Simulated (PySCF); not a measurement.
**Bond curve of BeC⁺**

Set-up: PySCF, no relativity, basis sets Be aug-pcseg-1, C aug-pcseg-1. Energies in eV from Be⁺ + C in their ground configurations at the same level. State: ⁴Σ⁻ (quartet), unpaired electrons σ ↑, π ↑↑.

All columns are r²SCAN. A positive dipole points towards C; it is taken about the centre of mass and depends on that origin.

```csv
R (Å),E (eV),μ (D),Mulliken charge on Be (basis-dependent),HOMO (eV),LUMO (eV),Mayer bond order,⟨S²⟩
1.361,-1.946,-4.78,1.15,-14.68,-10.60,1.29,3.75
1.424,-2.421,-4.98,1.21,-14.39,-10.66,1.23,3.75
1.487,-2.696,-5.18,1.25,-14.12,-10.74,1.18,3.75
1.534,-2.802,-5.33,1.28,-13.94,-10.80,1.14,3.75
1.582,-2.840,-5.47,1.31,-13.77,-10.87,1.11,3.75
1.629,-2.824,-5.61,1.33,-13.61,-10.94,1.08,3.75
1.693,-2.739,-5.77,1.35,-13.42,-11.05,1.04,3.75
1.772,-2.560,-5.95,1.36,-13.21,-11.19,1.00,3.75
1.867,-2.282,-6.13,1.36,-12.99,-11.37,0.97,3.76
1.993,-1.870,-6.26,1.33,-12.77,-11.60,0.93,3.76
```

A fit through these points gives, at Re = 1.590 Å, μ = -5.49 D and dμ/dR = -2.90 D/Å; the reduced mass is 5.147 u.

Problem. How strong is the fundamental in the double-harmonic approximation, I = 42.26·(dμ/dR)²/μred km/mol?

Solution. I = 42.26·(-2.90)²/5.147 = 69.1 km/mol at r²SCAN.

For an ion De counts to the pair picked by the measured ionisation energies or electron affinities, which need not be the lowest pair at this level. The state is the lowest determinant that a PBE0 search found; another state may lie lower at other levels.
